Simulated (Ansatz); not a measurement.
Relaxation of Ga₆Sb₅H₁₈⁻, a cluster cut from wurtzite GaSb (hydrogen-capped) with RKS PBE-D4/def2-SVP.

```sh
$ ansatz run in.yaml --threads 2 --pin off --events-out ev --progress --plain --max-ram 32768MiB --backend cuda --devices 0, --max-vram 18GiB
```

```yaml
crystal:
  periodic: [false, false, false]
  atoms:
    - {symbol: Ga, position_ang: [0.159000, -2.389200, -2.061600]}
    - {symbol: Sb, position_ang: [-2.022400, -1.142800, -1.179400]}
    - {symbol: Sb, position_ang: [0.145700, -2.392800, 2.341200]}
    - {symbol: Ga, position_ang: [-1.998500, -1.155900, 1.463400]}
    - {symbol: Ga, position_ang: [-2.013900, 1.331500, -2.073800]}
    - {symbol: Sb, position_ang: [-1.993900, 1.334600, 2.331300]}
    - {symbol: Sb, position_ang: [2.298800, -1.160200, -1.186000]}
    - {symbol: Ga, position_ang: [2.306300, -1.136900, 1.470300]}
    - {symbol: Ga, position_ang: [2.269800, 1.305600, -2.069200]}
    - {symbol: Sb, position_ang: [0.147500, 2.582300, -1.182900]}
    - {symbol: Ga, position_ang: [0.185600, 2.562400, 1.449600]}
    - {symbol: H, position_ang: [0.184400, -3.843700, -1.543300]}
    - {symbol: H, position_ang: [0.146100, -2.426200, -3.604100]}
    - {symbol: H, position_ang: [-3.405600, -1.985600, -1.769700]}
    - {symbol: H, position_ang: [0.152700, -4.037300, 1.760900]}
    - {symbol: H, position_ang: [0.155200, -2.401000, 4.048100]}
    - {symbol: H, position_ang: [-3.251400, -1.869000, 1.973400]}
    - {symbol: H, position_ang: [-2.015100, 1.344900, -3.614100]}
    - {symbol: H, position_ang: [-3.247100, 2.043800, -1.539500]}
    - {symbol: H, position_ang: [-3.407500, 2.126000, 1.757700]}
    - {symbol: H, position_ang: [-2.002100, 1.338000, 4.041000]}
    - {symbol: H, position_ang: [3.698200, -1.964200, -1.766500]}
    - {symbol: H, position_ang: [3.571400, -1.870900, 1.943800]}
    - {symbol: H, position_ang: [2.314300, 0.313900, 1.964100]}
    - {symbol: H, position_ang: [2.298300, 1.345200, -3.602800]}
    - {symbol: H, position_ang: [3.581300, 2.054700, -1.575500]}
    - {symbol: H, position_ang: [0.152200, 4.194100, -1.747800]}
    - {symbol: H, position_ang: [1.414100, 1.828700, 1.950600]}
    - {symbol: H, position_ang: [0.167100, 4.041200, 1.959000]}
basis:
  gaussian: {orbitals: def2-SVP, fitting: {mean_field: def2-universal-jkfit}}
total_charge: -1
hamiltonian: {xc: pbe, dispersion: d4}
scf: {lower_state_search: "off"}
output: {orbitals: {seedname: orbitals}}
relax: {f_tol: 0.03, max_steps: 70}
```

It took 24 s on 2 threads of AMD EPYC 7R13 on a shared host and a share (18 GiB) of an NVIDIA H100 80GB HBM3, peak host memory 0.96 GiB.

Positions (Å) and forces (eV/Å) at steps 1, 2, 3, 4, 5, 7, 8 of 8:

```xyz
29
step=1 energy=-347166.2544 eV
Ga    0.159   -2.389   -2.062    0.009   -0.261   -0.162
Sb   -2.022   -1.143   -1.179    0.805    0.175    0.063
Sb    0.146   -2.393    2.341    0.401    0.239   -0.771
Ga   -1.998   -1.156    1.463   -0.456   -0.160   -0.334
Ga   -2.014    1.331   -2.074    0.208    0.237   -0.224
Sb   -1.994    1.335    2.331    0.675   -0.013   -0.637
Sb    2.299   -1.160   -1.186   -0.631    0.278    0.445
Ga    2.306   -1.137    1.470    0.625   -0.193   -0.412
Ga    2.270    1.306   -2.069    0.838    0.542    0.167
Sb    0.147    2.582   -1.183   -0.191   -0.886    0.273
Ga    0.186    2.562    1.450   -0.118    1.117   -0.229
H     0.184   -3.844   -1.543   -0.077   -0.737    0.551
H     0.146   -2.426   -3.604   -0.100    0.248   -0.766
H    -3.406   -1.986   -1.770    0.030    0.040    0.198
H     0.153   -4.037    1.761   -0.154    0.323    0.475
H     0.155   -2.401    4.048   -0.094   -0.373    0.154
H    -3.251   -1.869    1.973   -0.779   -0.455    0.425
H    -2.015    1.345   -3.614    0.150   -0.197   -0.778
H    -3.247    2.044   -1.540   -0.949    0.502    0.635
H    -3.408    2.126    1.758   -0.057   -0.137    0.374
H    -2.002    1.338    4.041   -0.370    0.114    0.114
H     3.698   -1.964   -1.766   -0.036   -0.040    0.009
H     3.571   -1.871    1.944    0.597   -0.719    0.305
H     2.314    0.314    1.964   -0.273    0.420    0.254
H     2.298    1.345   -3.603   -0.259   -0.153   -0.943
H     3.581    2.055   -1.575    0.111    0.070    0.331
H     0.152    4.194   -1.748   -0.056    0.076   -0.028
H     1.414    1.829    1.951    0.435   -0.558    0.332
H     0.167    4.041    1.959   -0.285    0.505    0.180
29
step=2 energy=-347167.6745 eV
Ga    0.169   -2.518   -2.135    0.081   -0.186   -0.051
Sb   -1.872   -1.090   -1.189   -0.368   -0.080   -0.024
Sb    0.200   -2.294    2.243   -0.279   -0.144    0.306
Ga   -2.162   -1.243    1.451    0.349    0.156   -0.200
Ga   -2.103    1.415   -2.141   -0.028   -0.045   -0.072
Sb   -1.875    1.318    2.243   -0.381   -0.090    0.261
Sb    2.187   -1.099   -1.146    0.225   -0.051   -0.275
Ga    2.487   -1.163    1.469    0.332    0.162    0.009
Ga    2.392    1.382   -2.136    0.182    0.107    0.044
Sb    0.133    2.443   -1.159    0.135    0.289   -0.141
Ga    0.245    2.736    1.465    0.207    0.323   -0.043
H     0.164   -3.957   -1.484   -0.034   -0.160    0.145
H     0.124   -2.417   -3.706   -0.009    0.072   -0.169
H    -3.321   -1.935   -1.693    0.252    0.154    0.094
H     0.116   -3.978    1.862   -0.027    0.122    0.060
H     0.138   -2.486    3.985   -0.006   -0.009   -0.328
H    -3.409   -1.960    2.043   -0.313   -0.181    0.188
H    -2.020    1.327   -3.709    0.043   -0.048   -0.192
H    -3.353    2.102   -1.489   -0.263    0.119    0.198
H    -3.388    2.074    1.851    0.187   -0.123    0.088
H    -2.082    1.366    3.982   -0.013   -0.011   -0.306
H     3.605   -1.930   -1.731   -0.226    0.099    0.088
H     3.699   -2.001    2.000    0.176   -0.326    0.048
H     2.312    0.301    2.002   -0.021    0.021    0.134
H     2.280    1.333   -3.708   -0.074   -0.058   -0.190
H     3.665    2.107   -1.518   -0.019    0.006    0.093
H     0.132    4.097   -1.720   -0.035   -0.265    0.070
H     1.405    1.836    1.992    0.099   -0.071    0.161
H     0.123    4.205    2.014   -0.175    0.217    0.005
29
step=3 energy=-347167.8633 eV
Ga    0.182   -2.577   -2.149   -0.021    0.023    0.061
Sb   -1.880   -1.085   -1.205    0.085    0.037    0.005
Sb    0.198   -2.291    2.235    0.051    0.031   -0.098
Ga   -2.162   -1.246    1.437    0.141    0.071   -0.082
Ga   -2.147    1.445   -2.151    0.055   -0.053    0.058
Sb   -1.880    1.319    2.234    0.061    0.014   -0.074
Sb    2.215   -1.111   -1.176   -0.078    0.088    0.103
Ga    2.600   -1.220    1.474    0.000    0.040   -0.040
Ga    2.423    1.401   -2.159   -0.017   -0.004    0.011
Sb    0.141    2.476   -1.175    0.026   -0.113    0.075
Ga    0.251    2.861    1.472    0.005   -0.001   -0.038
H     0.148   -4.005   -1.447   -0.011    0.008    0.001
H     0.134   -2.423   -3.728    0.006   -0.027   -0.008
H    -3.308   -1.913   -1.695   -0.053   -0.029   -0.016
H     0.094   -3.968    1.878   -0.051   -0.015   -0.015
H     0.123   -2.506    3.943   -0.032    0.001    0.070
H    -3.412   -1.965    2.073   -0.103   -0.059    0.060
H    -2.035    1.324   -3.728   -0.019    0.024   -0.017
H    -3.405    2.110   -1.447   -0.030    0.021    0.018
H    -3.388    2.054    1.870   -0.053   -0.016   -0.023
H    -2.115    1.360    3.941   -0.011   -0.029    0.061
H     3.606   -1.946   -1.749    0.046   -0.019   -0.049
H     3.759   -2.182    1.976   -0.036   -0.083   -0.045
H     2.400    0.214    2.103    0.070   -0.008    0.039
H     2.266    1.311   -3.739    0.024    0.014    0.008
H     3.668    2.124   -1.480   -0.020   -0.011   -0.020
H     0.119    4.102   -1.737    0.001    0.045   -0.057
H     1.391    1.962    2.087    0.050    0.050    0.060
H     0.003    4.345    1.980   -0.086    0.001   -0.047
29
step=4 energy=-347167.9099 eV
Ga    0.183   -2.587   -2.126   -0.018    0.023    0.021
Sb   -1.873   -1.083   -1.205    0.012    0.012   -0.042
Sb    0.204   -2.288    2.212    0.019    0.048   -0.024
Ga   -2.156   -1.246    1.427    0.033    0.025    0.017
Ga   -2.154    1.448   -2.128    0.015   -0.022    0.026
Sb   -1.877    1.319    2.213    0.063   -0.019   -0.021
Sb    2.210   -1.096   -1.166   -0.033    0.058    0.020
Ga    2.633   -1.237    1.473    0.034   -0.055    0.030
Ga    2.431    1.408   -2.163   -0.045   -0.020   -0.015
Sb    0.149    2.464   -1.168    0.043   -0.064    0.018
Ga    0.250    2.893    1.471   -0.029    0.045    0.032
H     0.133   -4.009   -1.408    0.009    0.036   -0.002
H     0.143   -2.455   -3.710    0.017   -0.028    0.026
H    -3.304   -1.910   -1.692   -0.039   -0.024   -0.023
H     0.063   -3.964    1.854   -0.005    0.003   -0.016
H     0.107   -2.502    3.921   -0.018   -0.002    0.044
H    -3.409   -1.965    2.082    0.006    0.000   -0.007
H    -2.056    1.351   -3.712   -0.017    0.024    0.023
H    -3.410    2.116   -1.412    0.032   -0.012   -0.001
H    -3.397    2.030    1.847   -0.014    0.003   -0.018
H    -2.119    1.341    3.921   -0.008   -0.012    0.038
H     3.599   -1.927   -1.757    0.032   -0.017   -0.026
H     3.733   -2.306    1.917   -0.093    0.052   -0.054
H     2.516    0.187    2.160    0.054   -0.084   -0.004
H     2.289    1.324   -3.746    0.013    0.006    0.040
H     3.673    2.129   -1.480   -0.005   -0.005   -0.003
H     0.125    4.083   -1.757   -0.002    0.034   -0.024
H     1.423    2.074    2.154   -0.048    0.089   -0.007
H    -0.118    4.380    1.917   -0.006   -0.091   -0.048
29
step=5 energy=-347167.9397 eV
Ga    0.184   -2.587   -2.102    0.018   -0.031   -0.019
Sb   -1.882   -1.087   -1.221   -0.015   -0.012   -0.055
Sb    0.211   -2.273    2.202   -0.003   -0.011    0.032
Ga   -2.142   -1.237    1.413   -0.047   -0.028    0.029
Ga   -2.152    1.450   -2.102   -0.038    0.038   -0.020
Sb   -1.865    1.319    2.203   -0.017   -0.003    0.023
Sb    2.214   -1.091   -1.165    0.007    0.037   -0.005
Ga    2.667   -1.303    1.458    0.096   -0.042    0.115
Ga    2.426    1.405   -2.162    0.022    0.002    0.012
Sb    0.156    2.462   -1.166    0.036   -0.006   -0.003
Ga    0.206    2.956    1.460    0.035    0.085    0.117
H     0.143   -3.986   -1.343   -0.007    0.017    0.000
H     0.180   -2.514   -3.691   -0.006   -0.013    0.041
H    -3.316   -1.916   -1.714    0.017    0.009    0.005
H     0.048   -3.945    1.831    0.004    0.008    0.003
H     0.088   -2.488    3.915    0.002    0.002   -0.029
H    -3.397   -1.965    2.068    0.057    0.036   -0.024
H    -2.092    1.405   -3.691   -0.010    0.005    0.041
H    -3.388    2.117   -1.347    0.028   -0.023   -0.006
H    -3.392    2.015    1.825    0.013   -0.002    0.007
H    -2.118    1.322    3.914    0.001    0.002   -0.025
H     3.601   -1.920   -1.778   -0.026    0.009   -0.004
H     3.707   -2.466    1.828   -0.121    0.116   -0.047
H     2.667    0.087    2.233    0.023   -0.108   -0.074
H     2.302    1.326   -3.746   -0.009    0.000    0.022
H     3.664    2.121   -1.470    0.009    0.007   -0.005
H     0.129    4.077   -1.778   -0.005   -0.024   -0.001
H     1.412    2.252    2.228   -0.097    0.081   -0.083
H    -0.272    4.437    1.837    0.034   -0.151   -0.048
29
step=7 energy=-347167.9550 eV
Ga    0.203   -2.607   -2.079   -0.004   -0.005    0.011
Sb   -1.874   -1.084   -1.262   -0.004    0.001    0.004
Sb    0.209   -2.266    2.192   -0.001   -0.004   -0.010
Ga   -2.138   -1.235    1.376    0.010    0.006   -0.007
Ga   -2.160    1.476   -2.080   -0.003   -0.003    0.011
Sb   -1.860    1.313    2.191   -0.004    0.001   -0.009
Sb    2.218   -1.083   -1.160    0.003    0.002   -0.014
Ga    2.682   -1.357    1.458   -0.007    0.008   -0.006
Ga    2.446    1.415   -2.140   -0.003    0.002    0.001
Sb    0.166    2.464   -1.161    0.010   -0.004   -0.017
Ga    0.168    2.995    1.457   -0.001   -0.003   -0.006
H     0.155   -3.968   -1.254   -0.008   -0.004    0.004
H     0.198   -2.617   -3.666    0.008    0.002    0.003
H    -3.309   -1.915   -1.744   -0.004   -0.001   -0.001
H     0.062   -3.936    1.817   -0.002   -0.004    0.005
H     0.082   -2.487    3.901   -0.008    0.005    0.006
H    -3.381   -1.954    2.046   -0.017   -0.010   -0.002
H    -2.169    1.477   -3.668    0.004    0.006    0.003
H    -3.362    2.114   -1.256   -0.010   -0.005    0.004
H    -3.379    2.021    1.814   -0.005    0.000    0.004
H    -2.117    1.316    3.900    0.001   -0.011    0.005
H     3.585   -1.916   -1.805    0.008    0.004    0.003
H     3.653   -2.566    1.793    0.019   -0.014   -0.002
H     2.769    0.023    2.227    0.004    0.000    0.003
H     2.314    1.336   -3.722    0.000    0.000   -0.003
H     3.686    2.132   -1.453    0.000    0.001    0.005
H     0.126    4.067   -1.801    0.006    0.004    0.001
H     1.405    2.372    2.221    0.007    0.003    0.005
H    -0.385    4.443    1.796   -0.002    0.020   -0.001
29
step=8 energy=-347167.9562 eV
Ga    0.202   -2.612   -2.065    0.009   -0.011   -0.010
Sb   -1.878   -1.085   -1.265    0.010    0.008   -0.005
Sb    0.208   -2.266    2.184    0.003   -0.011    0.000
Ga   -2.140   -1.236    1.371    0.006    0.001   -0.012
Ga   -2.165    1.479   -2.066   -0.004    0.008   -0.009
Sb   -1.860    1.313    2.184   -0.008    0.006    0.001
Sb    2.224   -1.084   -1.163   -0.007    0.003    0.001
Ga    2.692   -1.371    1.452    0.002    0.016    0.004
Ga    2.447    1.416   -2.143    0.005   -0.002    0.007
Sb    0.169    2.468   -1.165   -0.005   -0.007   -0.001
Ga    0.160    3.011    1.452    0.014   -0.003    0.005
H     0.148   -3.966   -1.229   -0.004    0.005    0.000
H     0.212   -2.634   -3.652   -0.003   -0.004    0.006
H    -3.314   -1.916   -1.746    0.003    0.002   -0.004
H     0.058   -3.937    1.815   -0.005   -0.003    0.006
H     0.072   -2.482    3.894    0.002    0.005    0.003
H    -3.388   -1.959    2.033    0.001    0.002    0.005
H    -2.179    1.495   -3.654   -0.004    0.001    0.005
H    -3.366    2.108   -1.232    0.004   -0.005    0.001
H    -3.382    2.019    1.812   -0.005   -0.002    0.006
H    -2.117    1.304    3.893    0.005   -0.001    0.002
H     3.595   -1.911   -1.807   -0.005    0.001   -0.002
H     3.661   -2.590    1.768   -0.005    0.000    0.003
H     2.793    0.001    2.237    0.001   -0.011   -0.007
H     2.324    1.340   -3.725   -0.003    0.001    0.005
H     3.682    2.131   -1.446    0.003    0.003   -0.002
H     0.135    4.070   -1.805   -0.001   -0.003   -0.002
H     1.399    2.406    2.231   -0.009    0.006   -0.006
H    -0.403    4.461    1.774   -0.002   -0.005    0.001
```

In the def2 sets Sb takes a core potential; there is no spin–orbit coupling. Single mean-field runs in def2-SVP are fitted with def2-universal-jkfit.
